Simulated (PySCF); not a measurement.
**The second ionisation energy along group 14**

All values are computed (PySCF 2.14, energy differences of UHF-based or UKS calculations, no spin-orbit coupling). Values in eV. The last column holds reference values (NIST; (s) semi-empirical, (t) theoretical, else measured). Unmarked ones compare directly (S terms, centres of terms, or small fine structure); those marked * lie between the lowest fine-structure levels and include a spin-orbit shift.

| element | configurations | UHF | LDA | PBE0 | r2SCAN | SCS-MP2 (valence) | CCSD (valence) | reference |
| --- | --- | --- | --- | --- | --- | --- | --- | --- |
| C (aug-cc-pVTZ with one added diffuse shell each of s, p, d, f type, non-relativistic) | [He] 2s2 2p1 → [He] 2s2 | 24.151 | 24.752 | 24.816 | 24.985 | 24.326 | 24.199 | 24.378 |
| Si (aug-cc-pV(T+d)Z with one added diffuse shell each of s, p, d, f type, non-relativistic) | [Ne] 3s2 3p1 → [Ne] 3s2 | 15.829 | 16.355 | 16.421 | 16.516 | 16.084 | 16.211 | 16.322 |
| Ge (aug-cc-pVTZ-PP with one added diffuse shell each of s, d, f type with ECP10MDF, ECP) | [Ar] 3d10 4s2 4p1 → [Ar] 3d10 4s2 | 15.250 | 15.815 | 15.744 | 15.931 | 15.476 | 15.560 | 15.789 |
| Sn (aug-cc-pVTZ-PP with one added diffuse shell each of d, f type with ECP28MDF, ECP) | [Kr] 4d10 5s2 5p1 → [Kr] 4d10 5s2 | 13.747 | 14.399 | 14.257 | 14.378 | 13.943 | 14.020 | 14.282 |
| Pb (aug-cc-pVTZ-PP with one added diffuse shell each of d, f type with ECP60MDF, ECP) | [Xe] 4f14 5d10 6s2 6p1 → [Xe] 4f14 5d10 6s2 | 13.200 | 13.915 | 13.732 | 13.802 | 13.373 | 13.438 | 13.869 |

```json
{"method": "UHF", "elements": "5", "mean error (eV)": "-0.492", "mean absolute error (eV)": "0.492", "largest error (eV)": "-0.669"}
{"method": "LDA", "elements": "5", "mean error (eV)": "0.120", "mean absolute error (eV)": "0.120", "largest error (eV)": "0.374"}
{"method": "PBE0", "elements": "5", "mean error (eV)": "0.066", "mean absolute error (eV)": "0.149", "largest error (eV)": "0.438"}
{"method": "r2SCAN", "elements": "5", "mean error (eV)": "0.195", "mean absolute error (eV)": "0.221", "largest error (eV)": "0.607"}
{"method": "SCS-MP2 (valence)", "elements": "5", "mean error (eV)": "-0.287", "mean absolute error (eV)": "0.287", "largest error (eV)": "-0.496"}
{"method": "CCSD (valence)", "elements": "5", "mean error (eV)": "-0.242", "mean absolute error (eV)": "0.242", "largest error (eV)": "-0.431"}
```

Errors include the incompleteness of the basis and the frozen core.

"Valence" correlates the outer s and p shells and, in groups 3 to 12 and the f block, the outer d or f shell, open or full, or the next shell where the ion has no valence electron left; the wider scheme adds the next inner shell.
